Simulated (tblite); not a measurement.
Species: C₅H₁₀O₂Si.
Z-matrix (Å and degrees, GFN2-xTB geometry), rows numbered from 1:
```
O 
C   1  1.2039
C   2  1.4811  1  125.30
C   3  1.5321  2  112.14  1   158.46
O   4  1.4059  3  113.74  2    62.05
C   5  1.4084  4  114.72  3    74.11
C   6  1.5331  5  113.66  4   -72.83
Si  7  1.9019  6  109.99  5    55.52
H   2  1.1072  1  121.14  3  -177.59
H   3  1.0913  2  109.38  1    35.84
H   4  1.1012  3  109.34  2  -174.49
H   4  1.0946  3  110.23  2   -55.61
H   6  1.0938  5  104.86  4   166.58
H   6  1.1012  5  109.73  4    50.36
H   7  1.0890  6  108.64  5   178.72
H   7  1.0911  6  108.45  5   -65.09
H   8  1.4701  3  106.80  2   162.61
H   8  1.4585  3  111.29  2    39.67
```

Method: GFN2-xTB as coded in tblite; computed harmonic values from a numerical Hessian at the method's own geometry, unscaled. Against measured fundamentals such values can be off by several per cent, at times by over 20. Modes of hydrogen on silicon can be 10 to 20 % off. One conformer, not necessarily the lowest.

Harmonic wavenumbers (cm⁻¹): 70.7, 95.5, 152.9, 215.5, 249.5, 286.1, 389.0, 404.6, 473.2, 515.5, 552.1, 594.0, 654.5, 691.9, 736.6, 764.1, 798.9, 886.4, 922.4, 932.8, 979.8, 993.6, 1054.9, 1098.2, 1113.2, 1134.3, 1156.1, 1205.3, 1239.0, 1265.5, 1298.7, 1337.2, 1346.0, 1385.1, 1457.0, 1469.6, 1474.4, 1756.0, 2220.2, 2320.5, 2771.1, 2854.7, 2856.0, 2949.5, 2956.0, 2967.5, 2982.4, 3002.3.

A = 2481, B = 1451, C = 1134 MHz; mass 130.045 u (most abundant isotopes); point group C1, symmetry number 1.

Task: What is the zero-point energy?

Result: Half the sum of the wavenumbers: 30515 cm⁻¹ = 87.25 kcal/mol.

Task: What is S at 298.15 K and 1 bar for an ideal gas of classical rigid rotors and harmonic oscillators?

Result: Translation 40.53, rotation 28.76, vibration 22.37: S = 91.7 cal/(mol K).

Task: And Cp and H(298.15 K) − H(0)?

Result: Cp = 35.54 cal/(mol K), of which vibrations give 27.60 (their classical limit is 48 R = 95.4); H(298.15 K) − H(0) = 6.16 kcal/mol without the zero-point energy, 3.79 from vibrations.

Task: What must be added to the electronic energy to get the Gibbs energy at 298.15 K and 1 bar?

Result: ZPE + [H(298.15 K) − H(0)] − T·S = 87.25 + 6.16 − 27.33 = 66.08 kcal/mol.

Task: Blend soft modes into free rotors: weight 1/[1 + (100 cm⁻¹/ν̃)⁴] for the oscillator and the rest for a rotor with moment μB/(μ + B), μ = h/(8π²ν), B = 10⁻⁴⁴ kg m². What vibrational entropy results?

Result: 21.27 cal/(mol K) in place of 22.37, which changes −T·S at 298.15 K by +0.33 kcal/mol.

Hindered rotation and anharmonicity are outside this model. Other conformers, if any are populated, would add a mixing term that is left out. The structure is chiral; the term R ln 2 for an equal mix with its mirror image is left out.
